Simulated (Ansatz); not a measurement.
H8Si3, triplet, at the geometry of the source list (a higher spin typed on purpose: for a closed-shell molecule this is an excited state). Base run: CCSD(T)/def2-SVP run with Ansatz (a quantum-chemistry and plane-wave program).

Here is a job for Ansatz.
Ansatz 0.2 input:
```yaml
crystal:
  periodic: [false, false, false]
  atoms:
    - {symbol: Si, position_ang: [1.83770000, 0.71620000, -0.04160000]}
    - {symbol: Si, position_ang: [0.18190000, -0.90240000, -0.10260000]}
    - {symbol: Si, position_ang: [-1.96830000, -0.06870000, 0.11520000]}
    - {symbol: H, position_ang: [3.20550000, 0.21290000, -0.17740000]}
    - {symbol: H, position_ang: [1.65390000, 1.69980000, -1.11190000]}
    - {symbol: H, position_ang: [1.79850000, 1.46410000, 1.21780000]}
    - {symbol: H, position_ang: [0.43310000, -1.91220000, 0.94000000]}
    - {symbol: H, position_ang: [0.29100000, -1.68050000, -1.34850000]}
    - {symbol: H, position_ang: [-2.27300000, 0.89000000, -0.95010000]}
    - {symbol: H, position_ang: [-2.12830000, 0.65420000, 1.37960000]}
    - {symbol: H, position_ang: [-3.03200000, -1.07350000, 0.07960000]}
basis:
  gaussian:
    orbitals: def2-SVP
magnetization: {spin_polarized: true, initial_magnetization: 2}
correlation: {method: ccsd_t}
```

The base run was repeated with changes; each row names its change, and settings that it needs were set with it.

```json
[
 {"change": "base", "ΔE vs base (kcal/mol)": "0.000", "MP2 correlation (Eh)": "-0.30877", "CC correlation without the perturbative part (Eh)": "-0.38028", "basis functions": "94", "core-seconds (rough)": "100", "outcome": "converged"},
 {"change": "diis_vectors = 2", "ΔE vs base (kcal/mol)": "0.000", "MP2 correlation (Eh)": "-0.30877", "CC correlation without the perturbative part (Eh)": "-0.38028", "basis functions": "94", "core-seconds (rough)": "200", "outcome": "converged"},
 {"change": "electrons = outside_noble_gas", "ΔE vs base (kcal/mol)": "0.000", "MP2 correlation (Eh)": "-0.30877", "CC correlation without the perturbative part (Eh)": "-0.38028", "basis functions": "94", "core-seconds (rough)": "200", "outcome": "converged"},
 {"change": "method = ccsd", "ΔE vs base (kcal/mol)": "[?]", "MP2 correlation (Eh)": "-0.30877", "CC correlation without the perturbative part (Eh)": "-0.38028", "basis functions": "94", "core-seconds (rough)": "100", "outcome": "converged"},
 {"change": "lower_state_search = off", "ΔE vs base (kcal/mol)": "0.116", "MP2 correlation (Eh)": "-0.30611", "CC correlation without the perturbative part (Eh)": "-0.37972", "basis functions": "94", "core-seconds (rough)": "20", "outcome": "converged"},
 {"change": "electrons = all", "ΔE vs base (kcal/mol)": "-", "MP2 correlation (Eh)": "-", "CC correlation without the perturbative part (Eh)": "-", "basis functions": "-", "core-seconds (rough)": "-", "outcome": "cut at the time limit"},
 {"change": "method = rpa", "ΔE vs base (kcal/mol)": "-26.87", "MP2 correlation (Eh)": "-", "CC correlation without the perturbative part (Eh)": "-", "basis functions": "94", "core-seconds (rough)": "8", "outcome": "converged"}
]
```

What belongs in the gaps?


- method = ccsd, ΔE vs base (kcal/mol): 7.12
